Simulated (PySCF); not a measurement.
SMILES [CH3][AlH][CH](C)C (GFN2-xTB optimised geometry):

```
16

Al    -0.745    -0.093     0.000
H     -1.357    -1.521    -0.028
C     -1.952     1.487     0.000
H     -1.683     2.230     0.761
H     -2.987     1.185     0.205
H     -1.970     2.025    -0.955
C      1.279    -0.093     0.000
C      1.896     0.893    -1.004
C      1.699    -1.538    -0.316
H      1.705     0.159     0.986
H      2.987     0.875    -0.957
H      1.596     0.643    -2.021
H      1.563     1.910    -0.795
H      1.221    -2.230     0.382
H      2.780    -1.670    -0.249
H      1.381    -1.814    -1.323
```

Method: PBE0/def2-TZVP in PySCF 2.14.0.

Q: What are the frontier orbital energies and the dipole moment?

A: HOMO-2 -9.20 eV, HOMO-1 -7.93 eV, HOMO -6.95 eV, LUMO -1.04 eV, LUMO+1 0.49 eV; dipole moment 0.67 D.

On the same geometry PySCF with PBE/def2-TZVP gives HOMO-2 -7.82 eV, HOMO-1 -6.65 eV, HOMO -5.75 eV, LUMO -1.82 eV, LUMO+1 -0.27 eV; dipole moment 0.69 D.

Meta-Löwdin charges at PBE0/def2-TZVP: Al1 0.70, H2 -0.17, C3 -0.66, H4 0.13, H5 0.13, H6 0.13, C7 -0.33, C8 -0.34, C9 -0.34, H10 0.10, H11 0.11, H12 0.10, H13 0.11, H14 0.11, H15 0.11, H16 0.10.
